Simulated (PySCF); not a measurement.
OS2, SMILES [O-][S+]=S. Coordinates come from a PBE0-D3(BJ)/def2-TZVP optimisation.

Problem. Give the equilibrium geometry at PBE0-D3(BJ)/def2-TZVP (PySCF confirms it by a frequency run) as bond lengths and angles, and its point group. (Estimate from the structure and the level; the computed values follow.)

Solution. point group Cs.
Atoms: S1 S2 O3. Bonds (Å): S1–S2 1.880, S2–O3 1.453. Angles (°): S1–S2–O3 117.8.
